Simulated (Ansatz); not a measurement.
**From F to Br: the vertical ionisation energy**

One atom is swapped for its congeners: CdF2 `[F][Cd][F]`; CdClF `[F][Cd][Cl]`; CdBrF `[F][Cd][Br]`. All are singlets with charge 0.

Shapes, held fixed at every level: PBE0-D4/def2-TZVP. Programs: Ansatz 0.2.0. Values in eV.

```json
{"level": "r2SCAN-D4/def2-TZVPP", "CdF2": "12.23", "CdBrF": "10.92"}
{"level": "B3LYP-D4/def2-TZVPP", "CdF2": "12.64", "CdBrF": "11.09"}
{"level": "wB97X-V/def2-TZVPP", "CdF2": "13.09", "CdBrF": "11.13"}
{"level": "B2PLYP/def2-TZVPP", "CdF2": "13.30", "CdBrF": "11.10"}
{"level": "CCSD/def2-TZVPP", "CdF2": "13.12", "CdBrF": "10.98"}
{"level": "CCSD(T)/def2-TZVPP", "CdF2": "13.18", "CdBrF": "11.03"}
```

**Question.** Estimate the column for CdClF from its neighbours.

**Answer.** The mean of the neighbours at CCSD(T)/def2-TZVPP is 12.11 eV, against 11.63 from the run: the member lies nearer Br. All rows: r2SCAN-D4/def2-TZVPP 11.37; B3LYP-D4/def2-TZVPP 11.60; wB97X-V/def2-TZVPP 11.78; B2PLYP/def2-TZVPP 11.71; CCSD/def2-TZVPP 11.59; CCSD(T)/def2-TZVPP 11.63 eV. At CCSD(T)/def2-TZVPP the vertical ionisation energy falls at every step, from 13.18 to 11.03 eV. Every level shows the same order. For atoms past krypton def2 sets carry core potentials with scalar relativity. Relativity is left out for Br unless named. Correlated rows may include outer-core shells of Br, Cd, which these sets cover unevenly. The lone pairs of the heavier congeners lie higher, so an electron comes off more easily. Spin-orbit coupling, which grows down the group, is left out.
